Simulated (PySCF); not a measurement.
3-fluoropenta-1,4-diyne (C₅H₃F), SMILES C#CC(F)C#C. Atoms are numbered in the order given.

```xyz
9

C      0.1369    -0.9438    -2.2270
C     -0.0914    -0.3199    -1.2166
C     -0.3991     0.4426     0.0000
F      0.2920     1.6465     0.0000
C     -0.0914    -0.3199     1.2166
C      0.1369    -0.9438     2.2270
H      0.3484    -1.5004    -3.1210
H     -1.4774     0.6917     0.0000
H      0.3484    -1.5004     3.1210
```

Coordinates come from a B3LYP-D3(BJ)/def2-SVP optimisation.

Two levels are set side by side: PBE/pcSseg-1 (PySCF) and PBE0/pcSseg-1 (PySCF). GIAO shifts against CFCl3 (¹⁹F), TMS (¹H), TMS (¹³C) at the same level; non-relativistic, no solvent, atoms listed together averaged. Differences are taken from unrounded values.

| quantity | PBE |
|---|---|
| δ(¹³C) of C1, C6 (ppm) | 82.7 |
| δ(¹³C) of C2, C5 (ppm) | 82.2 |
| δ(¹³C) of C3 (ppm) | 77.6 |
| δ(¹⁹F) of F4 (ppm) | -221.2 |
| δ(¹H) of H7, H9 (ppm) | 2.75 |
| δ(¹H) of H8 (ppm) | 6.25 |

### Question
These are the PBE values. What does PBE0 give? (An estimate is asked for; the answer gives what the named calculation found.)

### Answer

| quantity | PBE0 | PBE minus PBE0 |
|---|---|---|
| δ(¹³C) of C1, C6 (ppm) | 85.9 | -3.2 |
| δ(¹³C) of C2, C5 (ppm) | 82.2 | 0.0 |
| δ(¹³C) of C3 (ppm) | 73.9 | 3.7 |
| δ(¹⁹F) of F4 (ppm) | -201.5 | -19.7 |
| δ(¹H) of H7, H9 (ppm) | 2.92 | -0.18 |
| δ(¹H) of H8 (ppm) | 5.94 | 0.31 |

Rough cost on one machine, each run with all the roots and properties that it gave: PBE0 against PBE within a factor of 2.
